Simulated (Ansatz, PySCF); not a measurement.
Species: AlN, charge 0, triplet. AlN (SMILES [N]=[Al], triplet).
B3LYP-D3(BJ)/def2-TZVP minimum from Ansatz (an electronic-structure program):
```
Al
N 1 1.7925
```
Charge 0, spin multiplicity 3.

Atomisation energy term by term, kcal/mol (programs: Ansatz). Open shells are spin-unrestricted; no spin-orbit coupling. Cores are frozen in correlated methods. Rows without X2C or -DK are non-relativistic. CBS(X,Y): correlation extrapolated as X^-3, Hartree-Fock from the larger set (Q,5: extrapolated as (X+1)exp(-9√X)). A bracket is a step between two methods taken in the basis named. 'core' is core correlation in cc-pwCVTZ (1s frozen past Ne), 'X2C' scalar relativity in cc-pVTZ-DK, both at CCSD(T). For partners of very few electrons the exact lower level stands in for a higher one. The UHF reference of AlN ([N]=[Al], triplet) is spin-contaminated (<S^2> up to 0.07 over the pure value in the sets run). The determinant of AlN ([N]=[Al], triplet) is a saddle point of the SCF energy; a lower one exists, which strains HF and MP2.

| term | basis | kcal/mol |
|---|---|---|
| Hartree-Fock | CBS(cc-pV(Q+d)Z,cc-pV(5+d)Z) | 14.11 |
| CCSD correlation | CBS(cc-pV(Q+d)Z,cc-pV(5+d)Z) | 39.36 |
| (T) | CBS(cc-pV(Q+d)Z,cc-pV(5+d)Z) | 4.90 |
| CCSDT(Q) - CCSD(T) | cc-pV(Q+d)Z | 1.58 |
| CCSDTQ - CCSDT(Q) | cc-pV(D+d)Z | -0.09 |
| core correlation | cc-pwCVTZ | 0.39 |
| scalar relativity | X2C, cc-pVTZ-DK | -0.14 |
| minus zero-point energy | Hessian by PySCF at B3LYP-D3(BJ)/def2-TZVP | -1.06 |
| sum: D0 |  | 59.0 |

The step beyond CCSD(T) by other levels: CCSDTQ in cc-pV(D+d)Z 1.54; CCSDT(Q) in cc-pV(D+d)Z 1.64; CCSDT(Q) in cc-pV(T+d)Z 1.55 kcal/mol.
